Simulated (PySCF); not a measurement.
C₃H₆N₂Si, SMILES C(/CC#N)=N\[SiH3].

Geometry optimised at TPSSh-D3(BJ)/def2-SVP. The structure was generated by enumeration; whether it is a known compound was not checked. Other conformers were not sampled.

Two levels are set side by side: PBE/def2-TZVP (PySCF) and HF/def2-TZVP (PySCF). Same geometry, gas phase. Differences are taken from unrounded values.

| quantity | HF | PBE | PBE minus HF |
|---|---|---|---|
| orbital gap (eV) | 13.94 | 3.86 | -10.07 |
| highest occupied level (eV) | -11.22 | -6.37 | 4.85 |
| lowest empty level (eV) | 2.71 | -2.51 | -5.22 |
| dipole moment (D) | 3.24 | 3.16 | -0.07 |
| mean polarisability (bohr³) | 69.2 | 77.4 | 8.3 |

Without exact exchange PBE keeps part of each electron's self-repulsion, which lifts occupied levels and narrows the gap. Loosely held outer electrons make PBE densities more polarisable. Differences between two approximate levels are no errors against the true value.

Rough cost on one machine, each run with all the roots and properties that it gave: HF against PBE about 1/3.
